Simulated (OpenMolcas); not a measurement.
# F³⁺: input and output

Input:

```
&GATEWAY
Coord
1

F 0.0 0.0 0.0
Basis=ANO-RCC-VDZP
Group=XYZ
NoMove
AngMom=0.0 0.0 0.0
AMFI
&SEWARD
* reference wave functions (RASSCF and RASSI steps not shown): 4 electrons in 8 orbitals (2s 2p 3s 3p)
>>> COPY JOB001 $Project.JobIph
&CASPT2
Multistate=3 1 2 3
Frozen=0 0
IPEA=0.25
Imaginary=0.1
MaxIter=60
WThr=0.0 0.3 0.05
PrWF=0.5
NoMix
>>> COPY JOB002 $Project.JobIph
&CASPT2
Multistate=6 1 2 3 4 5 6
Frozen=0 0
IPEA=0.25
Imaginary=0.1
MaxIter=60
WThr=0.0 0.3 0.05
PrWF=0.5
NoMix
>>> COPY JOB003 $Project.JobIph
&CASPT2
Multistate=1 1
Frozen=0 0
IPEA=0.25
Imaginary=0.1
MaxIter=60
WThr=0.0 0.3 0.05
PrWF=0.5
NoMix
...
```

Launched by
```bash
OMP_NUM_THREADS=1 MOLCAS_MEM=2252 MOLCAS_PROJECT=a pymolcas a.inp > a.log  # once for each step of the input, in one work folder
```

Output, cut to the results:

```
--- CASPT2 ---
Orbital specifications:
      -----------------------

      Symmetry species                           1   2
                                                ag  au
      Frozen orbitals                            0   0
      Inactive orbitals                          1   0
      Active orbitals                            2   6
      Secondary orbitals                         5   0
      Deleted orbitals                           0   0
      Number of basis functions                  8   6
Type of calculation                        MS-CASPT2
      Fock operator                              state-specific
      IPEA shift                                 0.25
      Real shift                                 0.00
      Imaginary shift                            0.10
      The input orbitals will be transformed to quasi-canonical
Reference energy:         -95.3987735257
      E2 (Non-variational):      -0.0429850464
      Shift correction:          -0.0000171139
      E2 (Variational):          -0.0430021603
      Total energy:             -95.4417756861
      Residual norm:              0.0000000362
      Reference weight:           0.99166
      Contributions to the CASPT2 correlation energy
      Active & Virtual Only:         -0.0422495883
      One Inactive Excited:          -0.0005664226
      Two Inactive Excited:          -0.0001690355
Reference energy:         -95.3987735257
      E2 (Non-variational):      -0.0429850792
      Shift correction:          -0.0000171139
      E2 (Variational):          -0.0430021931
      Total energy:             -95.4417757188
      Residual norm:              0.0000000362
      Reference weight:           0.99166
      Contributions to the CASPT2 correlation energy
      Active & Virtual Only:         -0.0422496206
      One Inactive Excited:          -0.0005664231
      Two Inactive Excited:          -0.0001690355
::    CASPT2 Root  1     Total energy:    -95.44177569
::    CASPT2 Root  2     Total energy:    -95.44177572
::    CASPT2 Root  3     Total energy:    -95.44177753
::    MS-CASPT2 Root  1     Total energy:    -95.44177753
::    MS-CASPT2 Root  2     Total energy:    -95.44177572
::    MS-CASPT2 Root  3     Total energy:    -95.44177569
--- CASPT2 ---
Orbital specifications:
      -----------------------

      Symmetry species                           1   2
                                                ag  au
      Frozen orbitals                            0   0
      Inactive orbitals                          1   0
      Active orbitals                            2   6
      Secondary orbitals                         5   0
      Deleted orbitals                           0   0
      Number of basis functions                  8   6
Type of calculation                        MS-CASPT2
      Fock operator                              state-specific
      IPEA shift                                 0.25
      Real shift                                 0.00
      Imaginary shift                            0.10
      The input orbitals will be transformed to quasi-canonical
Reference energy:         -95.2796552125
      E2 (Non-variational):      -0.0470124185
      Shift correction:          -0.0000191614
      E2 (Variational):          -0.0470315798
      Total energy:             -95.3266867923
      Residual norm:              0.0000000337
      Reference weight:           0.99077
      Contributions to the CASPT2 correlation energy
      Active & Virtual Only:         -0.0462734255
      One Inactive Excited:          -0.0005696124
      Two Inactive Excited:          -0.0001693805
Reference energy:         -95.2796552125
      E2 (Non-variational):      -0.0470115599
      Shift correction:          -0.0000191602
      E2 (Variational):          -0.0470307200
      Total energy:             -95.3266859325
      Residual norm:              0.0000000344
      Reference weight:           0.99077
      Contributions to the CASPT2 correlation energy
      Active & Virtual Only:         -0.0462725619
      One Inactive Excited:          -0.0005696158
      Two Inactive Excited:          -0.0001693822
::    CASPT2 Root  1     Total energy:    -95.32668679
::    CASPT2 Root  2     Total energy:    -95.32668593
::    CASPT2 Root  3     Total energy:    -95.32673935
::    CASPT2 Root  4     Total energy:    -95.32670953
::    CASPT2 Root  5     Total energy:    -95.32669224
::    CASPT2 Root  6     Total energy:    -95.20459551
::    MS-CASPT2 Root  1     Total energy:    -95.32676360
::    MS-CASPT2 Root  2     Total energy:    -95.32671462
::    MS-CASPT2 Root  3     Total energy:    -95.32669564
::    MS-CASPT2 Root  4     Total energy:    -95.32668016
::    MS-CASPT2 Root  5     Total energy:    -95.32665982
::    MS-CASPT2 Root  6     Total energy:    -95.20459551
--- CASPT2 ---
Orbital specifications:
      -----------------------

      Symmetry species                           1   2
                                                ag  au
      Frozen orbitals                            0   0
      Inactive orbitals                          1   0
      Active orbitals                            2   6
      Secondary orbitals                         5   0
      Deleted orbitals                           0   0
      Number of basis functions                  8   6
Type of calculation                        SS-CASPT2
      Fock operator                              state-specific
      IPEA shift                                 0.25
      Real shift                                 0.00
      Imaginary shift                            0.10
      The input orbitals will be transformed to quasi-canonical
Reference energy:         -95.0911657934
      E2 (Non-variational):      -0.0136235155
      Shift correction:          -0.0000028078
      E2 (Variational):          -0.0136263232
      Total energy:             -95.1047921167
      Residual norm:              0.0000009509
      Reference weight:           0.99810
...
```

Levels above the lowest, from the spin-orbit matrix with the single-state CASPT2 energies, averaged by term, on its diagonal:

```json
{"Configuration": "2s² 2p²", "Term": "³P", "J": "0", "E (cm⁻¹)": "0.0", "Measured (cm⁻¹)": "0.0", "g": "", "Term weight %": "100"}
{"Configuration": "2s² 2p²", "Term": "³P", "J": "1", "E (cm⁻¹)": "193", "Measured (cm⁻¹)": "225", "g": "1.501", "Term weight %": "100"}
{"Configuration": "2s² 2p²", "Term": "³P", "J": "2", "E (cm⁻¹)": "564", "Measured (cm⁻¹)": "613", "g": "1.501", "Term weight %": "100"}
{"Configuration": "2s² 2p²", "Term": "¹D", "J": "2", "E (cm⁻¹)": "25640", "Measured (cm⁻¹)": "25241", "g": "1.000", "Term weight %": "100"}
{"Configuration": "2s² 2p²", "Term": "¹S", "J": "0", "E (cm⁻¹)": "52440", "Measured (cm⁻¹)": "53544", "g": "", "Term weight %": "100"}
{"Configuration": "2s 2p³", "Term": "⁵S°", "J": "2", "E (cm⁻¹)": "74340", "Measured (cm⁻¹)": "", "g": "2.002", "Term weight %": "100"}
```

Against the 4 measured excited levels shown (Moore, Atomic Energy Levels, vol. I, NSRDS-NBS 35 (1971 reprint of NBS Circular 467, 1949)) the mean absolute deviation is 400 cm-1; the largest miss in energy is 2s² 2p² ¹S₀: computed 52440, measured 53544 cm⁻¹ (-2.1 %), and the largest in proportion 2s² 2p² ³P₁ (-14.5 %).

Term energies are means over components that CASPT2 splits; among the terms shown or strongly mixed into the levels shown the widest spread is 12 cm-1 (2s² 2p² ¹D). Active for correlation alone: 3p 3s; no level in the range computed is led by a configuration that fills them, so any true level of that kind is missing. The basis is small and was not contracted for so high a charge. Measured partners are found by configuration, term and J. A level has none where our copy of the source lacks it or the pairing is in doubt (some pairs that miss far off the trend of their configuration count as doubtful), and it then counts in no deviation. Only configurations of the active space appear. The first state left out of the spin-orbit step lies near 180000 cm-1 above the lowest spin-free state of the reference (among the parities and spins computed), and the list stops at four fifths of that energy or lower.

The term weight is that of the spin-free term in the level, not the purity of its configuration. ° marks odd parity.
